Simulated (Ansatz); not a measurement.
`C[N](C)[Zn][Br]` + HBr → `[Br][Zn][Br]` + `CNC` at 400 K and 1 bar (ligand exchange at a Zn–N bond).

Calculated with Ansatz (gas phase, PBE0-D4/def2-TZVP geometries, no zero-point term in ΔE). CCSD(T)/CBS is the MP2 limit (def2-TZVPP, def2-QZVPP) plus CCSD(T) − MP2 in def2-TZVPP, frozen cores. For Br, Zn outer-core shells are correlated without core-valence functions, which leaves a few kJ/mol of doubt a bond. Scalar relativity is left out up to krypton. One conformer a species, not always the lowest.

```tsv
species	CCSD(T)/CBS energy (Eh)	H − E (kJ/mol)	S (J/(mol·K))
`C[N](C)[Zn][Br]`	-4486.16677	250.2	412.9
HBr	-2573.91920	27.6	207.2
`[Br][Zn][Br]`	-6925.13790	25.7	317.7
`CNC`	-135.00321	264.6	293.2
```

H − E and S are ideal-gas, rigid-rotor, harmonic terms from PBE0-D4/def2-TZVP, for one conformer and one mirror image of each species. 1 Eh = 2625.50 kJ/mol, R = 8.31446 J/(mol·K).

Question: By hand: ΔE, ΔH, ΔS and ΔG.

Answer: ΔE = (-6925.13790) + (-135.00321) − (-4486.16677) − (-2573.91920) = -0.05514 Eh = -144.8 kJ/mol. Δ(H − E) = 25.7 + 264.6 − 250.2 − 27.6 = 12.5, so ΔH = -132.3 kJ/mol. ΔS = 317.7 + 293.2 − 412.9 − 207.2 = -9.2 J/(mol·K). ΔG = -132.3 − 400 × (-9.2)/1000 = -128.6 kJ/mol.

Question: By hand: the equilibrium constant, and the temperature at which ΔG would vanish if ΔH and ΔS stayed fixed.

Answer: log₁₀ K = −ΔG/(RT ln 10) = 16.8. ΔG = 0 at ΔH/ΔS = 14380 K, far beyond where these terms or the molecules hold.

The number of gas molecules stays the same, so ΔS is small and ΔH decides. A doubt of 5 kJ/mol in ΔE shifts log₁₀ K by 0.7 here. Other conformers and mirror images would add mixing entropy, several J/(mol·K) or more a flexible species. Modes under 60 cm⁻¹, often nearly free rotors, make the harmonic entropy too high. These are equilibria of isolated gas molecules and say nothing of rates. Largest T1 diagnostic: 0.013 (customary marks: 0.02 for closed shells, 0.045 for open ones).
